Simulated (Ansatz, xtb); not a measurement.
## Relative energy of two isomers of CH3F3SSi

Structure I is `CS[Si](F)(F)F`, a singlet and structure II is `F[Si](F)(F)CS`, a singlet. Both are isolated molecules in the gas phase, relaxed with PBE0-D4/def2-SVP; the shapes shown needn't be the lowest conformers.

I (Å):

```yaml
atoms:
  - { symbol: C, position_ang: [-0.0944, -1.2145, 0.9075] }
  - { symbol: F, position_ang: [-0.9266, 0.5608, -1.8432] }
  - { symbol: F, position_ang: [1.2052, 2.0378, -1.7191] }
  - { symbol: F, position_ang: [-0.5531, 2.0406, 0.1927] }
  - { symbol: S, position_ang: [1.3063, -0.4102, 0.0456] }
  - { symbol: Si, position_ang: [0.2169, 1.1170, -0.8673] }
  - { symbol: H, position_ang: [0.3345, -2.0638, 1.4542] }
  - { symbol: H, position_ang: [-0.8368, -1.5873, 0.1897] }
  - { symbol: H, position_ang: [-0.5636, -0.5266, 1.6229] }
```

II (Å):

```xyz
9

C     0.0348    2.0784   -1.0072
F     0.9691   -0.6173   -1.1519
F    -1.5050   -0.2468   -0.5173
F    -0.7199    0.1164   -2.9568
S    -1.4859    3.0841   -1.0690
Si   -0.3066    0.3154   -1.4245
H     0.5487    2.1747   -0.0375
H     0.7082    2.5034   -1.7684
H    -2.1905    2.3449   -0.1848
```

Quicker runs give these differences E(II) − E(I): GFN2-xTB +15.6 kcal/mol; HF/STO-3G +12.8 kcal/mol (at GFN2-xTB geometries); r2SCAN-D4/def2-SVP +12.6 kcal/mol (at GFN2-xTB geometries).

Q: Estimate E(II) − E(I) at the level CCSD(T)/def2-SVP + ΔMP2/def2-TZVPP.

A: Calculated at CCSD(T)/def2-SVP + ΔMP2/def2-TZVPP: E(II) − E(I) = +12.3 kcal/mol, so structure I lies lower.

Level by level:

| level | geometry | E(II) − E(I) (kcal/mol) | departure from the last row (kcal/mol) | job, with rough time for the two |
| --- | --- | --- | --- | --- |
| GFN2-xTB | GFN2-xTB | +15.6 | +3.3 | optimisation, 0.13 s |
| HF/STO-3G | GFN2-xTB | +12.8 | +0.5 | single point, 0.36 s |
| r2SCAN-D4/def2-SVP | GFN2-xTB | +12.6 | +0.3 | single point, 3.8 s |
| PBE0-D4/def2-SVP | PBE0-D4/def2-SVP | +12.0 | −0.2 | optimisation, 27 s |
| HF/def2-SVP | PBE0-D4/def2-SVP | +11.7 | −0.6 | part of the CCSD(T) run |
| MP2/def2-SVP | PBE0-D4/def2-SVP | +11.8 | −0.5 | part of the CCSD(T) run |
| CCSD(T)/def2-SVP | PBE0-D4/def2-SVP | +11.1 | −1.1 | single point |
| CCSD(T)/def2-SVP + ΔMP2/def2-TZVPP | PBE0-D4/def2-SVP | +12.3 |  | single point, 34 s |

As drawn, II has 1 C–Si, 1 S–H in place of 1 S–Si, 1 C–H.

The levels shown agree on the order. The largest departure from CCSD(T)/def2-SVP + ΔMP2/def2-TZVPP is that of GFN2-xTB, 3.3 kcal/mol. The last row adds to CCSD(T) the change of the MP2 difference between the two basis sets, here +1.1 kcal/mol.

With harmonic frequencies from PBE0-D4/def2-SVP (ideal gas, rigid rotor, one conformer each, 298.15 K, 1 atm): on the last row, ΔE + ΔZPE = +10.8 kcal/mol. A mode under 50 cm⁻¹ makes harmonic enthalpies and free energies unreliable, so none is given.

The correlated steps freeze 14 core orbitals. Programs: Ansatz 0.2.0, xtb 6.7.1; the last row on 2 threads of Arm Neoverse V2 on a shared host.
